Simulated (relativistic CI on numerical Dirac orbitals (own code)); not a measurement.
## Energy levels of Pt66+

Calculated at this level of theory: Dirac-Coulomb-Breit CI, orbitals from a KLI potential per configuration, model QED, unscaled Slater integrals (own radial code, finite nucleus).

Configuration list (outside the closed core [Ne]): 3s2, 3s 3p, 3p2, 3s 3d, 3d2, 3p 3d, 3p 4s, 3d 4s, 3s 4s, 3s 4p, 3s 4d, 3s 4f, 3s 5s, 3s 5p, 3s 5d, 4s2, 3s 5f, 3s 5g, 3s 6s, 3s 6p, 3s 6d. Levels of other configurations are missing.

```tsv
No.	Configuration	Term	J	E (eV)	%	Next component (%)	Lifetime (s)
1	3s2	1S	0	0.00	99	1 3p2 1S	
2	3s 3p	3P°	0	151.90	100		
3	3s 3p	3P°	1	169.15	72	28 1P°	4.68e-11
4	3p2	3P	0	362.91	68	31 1S	6.82e-12
5	3s 3p	3P°	2	626.38	100		2.06e-09
6	3s 3p	1P°	1	666.71	71	28 3P°	2.41e-13
7	3p2	1D	2	819.01	54	27 3P	1.20e-12
8	3p2	3P	1	821.85	100		3.26e-13
9	3s 3d	3D	1	855.31	100		3.96e-13
10	3s 3d	3D	2	870.70	66	18 1D	2.26e-13
11	3s 3d	3D	3	961.53	100		3.11e-12
12	3s 3d	1D	2	980.22	69	28 3D	1.66e-12
13	3p 3d	3F°	2	1018.82	75	20 1D°	1.72e-11
14	3p 3d	3D°	1	1057.08	52	30 1P°	2.98e-13
15	3p 3d	3P°	2	1145.77	47	35 3D°	2.66e-12
16	3p 3d	3F°	3	1149.29	51	28 1F°	3.73e-12
17	3p2	3P	2	1303.94	64	35 1D	1.68e-13
18	3p2	1S	0	1324.84	68	31 3P	1.71e-13
19	3p 3d	3D°	2	1507.89	52	24 1D°	1.88e-13
20	3p 3d	3P°	0	1518.76	100		1.80e-13
21	3p 3d	3F°	3	1518.85	49	36 1F°	2.02e-13
22	3p 3d	3P°	1	1519.31	58	37 3D°	1.82e-13
23	3p 3d	3F°	4	1601.45	100		3.74e-13
24	3p 3d	3P°	2	1614.18	46	41 1D°	3.09e-13
25	3p 3d	3D°	3	1634.14	63	37 1F°	3.04e-13
26	3p 3d	1P°	1	1648.21	65	24 3P°	2.78e-13
27	3d2	3F	2	1725.49	73	24 1D	2.09e-13
28	3d2	3P	0	1754.63	69	31 1S	1.89e-13
29	3d2	3F	3	1826.98	100		3.78e-13
30	3d2	3P	2	1840.04	50	29 1D	3.47e-13
```

Energies count from the lowest computed level; ° marks odd parity; lifetimes are radiative, by E1, M1, E2, M2 decay to levels of this space only; some are left blank where a channel outside the calculation adds to the decay or the decay crosses a small, uncertain gap.

The mean weight of the leading LS term, summed over parents, in these 30 levels is 73 %, and that of the leading jj configuration (from the same eigenvectors) 98 %, so jj coupling describes them better and the LS labels are nominal.

At this charge energies of transitions that change n are usually good to better than 1 %, and those within a shell (Δn = 0) to a few per cent.

LS names give the leading component of a level, which can be under half, so a name can repeat, a term be missing and a line seem to break the LS rules.
